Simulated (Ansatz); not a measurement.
`C=C(Cl)[SiH2]C` + CH₃OH → `CO[SiH2]C` + `C=CCl` at 700 K and 1 bar (ligand exchange at the Si–C bond).

Computed with Ansatz on PBE0-D4/def2-TZVP structures; ΔE is electronic, products minus reactants. CBS: MP2 limit from def2 TZ/QZ plus the TZ coupled-cluster correction, frozen cores. This one scheme is used for every species. One conformer a species, not always the lowest.

```json
{"species": "`C=C(Cl)[SiH2]C`", "CCSD(T)/CBS energy (Eh)": "-867.21796", "H − E (kJ/mol)": "313.8", "S (J/(mol·K))": "484.6"}
{"species": "CH₃OH", "CCSD(T)/CBS energy (Eh)": "-115.61712", "H − E (kJ/mol)": "170.8", "S (J/(mol·K))": "288.5"}
{"species": "`CO[SiH2]C`", "CCSD(T)/CBS energy (Eh)": "-445.20896", "H − E (kJ/mol)": "329.8", "S (J/(mol·K))": "453.3"}
{"species": "`C=CCl`", "CCSD(T)/CBS energy (Eh)": "-537.65823", "H − E (kJ/mol)": "153.0", "S (J/(mol·K))": "322.7"}
```

H − E and S are ideal-gas, rigid-rotor, harmonic terms from PBE0-D4/def2-TZVP, for one conformer and one mirror image of each species. 1 Eh = 2625.50 kJ/mol, R = 8.31446 J/(mol·K).

Task: By hand: ΔE, ΔH, ΔS and ΔG.

Result: ΔE = (-445.20896) + (-537.65823) − (-867.21796) − (-115.61712) = -0.03211 Eh = -84.3 kJ/mol. Δ(H − E) = 329.8 + 153.0 − 313.8 − 170.8 = -1.8, so ΔH = -86.1 kJ/mol. ΔS = 453.3 + 322.7 − 484.6 − 288.5 = 2.9 J/(mol·K). ΔG = -86.1 − 700 × (2.9)/1000 = -88.1 kJ/mol.

Task: By hand: the equilibrium constant, and the temperature at which ΔG would vanish if ΔH and ΔS stayed fixed.

Result: log₁₀ K = −ΔG/(RT ln 10) = 6.6. ΔH and −TΔS have one sign here, so there is no such temperature. One of them is within its doubt of zero, so this could turn.

The number of gas molecules stays the same, so ΔS is small and ΔH decides. A doubt of 5 kJ/mol in ΔE shifts log₁₀ K by 0.4 here. Other conformers and mirror images would add mixing entropy, several J/(mol·K) or more a flexible species. These are equilibria of isolated gas molecules and say nothing of rates. Largest T1 diagnostic: 0.011 (customary marks: 0.02 for closed shells, 0.045 for open ones).
